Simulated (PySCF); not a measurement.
NMR parameters from quadrupole coupling constants

C3H11NSi3.
Cartesian coordinates in Å at the GFN2-xTB level; atoms count from 1:
```xyz
18
C3H11NSi3 angstrom
C     -2.0981   -0.0735   -1.1921
C     -1.5611    0.5133   -0.1421
Si    -1.5146    0.8784    1.6772
C     -0.1720    0.8593    0.3073
N      0.9237   -0.0416    0.0899
Si     0.7193   -1.7227    0.4579
Si     2.1959    0.5758   -0.9213
H     -3.1436   -0.3396   -1.2314
H     -1.5188   -0.2879   -2.0807
H     -1.7592   -0.1772    2.6434
H     -1.8611    2.2149    2.1384
H      0.1091    1.8761    0.0329
H      2.0627   -2.2923    0.4726
H      0.0988   -1.8016    1.7821
H     -0.1169   -2.4358   -0.5154
H      1.7665    0.7067   -2.3195
H      3.3183   -0.3474   -0.8128
H      2.5425    1.9014   -0.3979
```

Computed at PBE0/pcSseg-1 (PySCF, non-relativistic):

| atom | environment | nucleus | spin I | Q (b) | CQ = χzz (MHz) | η |
| --- | --- | --- | --- | --- | --- | --- |
| N5 | nitrogen bridging silicon atoms | 14N | 1 | 0.02044 | -3.908 | 0.641 |

**Question.** At 16.45 T, set νQ = 3|CQ|/[2I(2I − 1)] beside the Larmor frequency (|g| × 7.62259 MHz/T × B; g(14N) = 0.40376), and give PQ = |CQ|√(1 + η²/3).

**Answer.** 
```tsv
atom	PQ (MHz)	νQ (MHz)	ν0 (MHz)	νQ/ν0
N5	4.167	5.861	50.63	0.116
```

For N5: PQ = 3.908 × 1.0663, νQ = 3.908 × 1.5000, ν0 = 3.0777 MHz/T × 16.45 T.

Isolated species at its GFN2-xTB geometry (one conformer only). GFN2-xTB frequencies show an imaginary mode (29i cm⁻¹), so this geometry is no minimum at that level. GFN2-xTB bond lengths can be off by several hundredths of an ångström, more for odd bonds, and the gradients follow them. The basis is small and wasn't made for field gradients, so the couplings can be 20 % off.

These values come from a run that also computed NMR shieldings. Time: 64 s; peak memory 0.88 GiB. Hardware: an Arm Neoverse N1 with one thread, shared host.
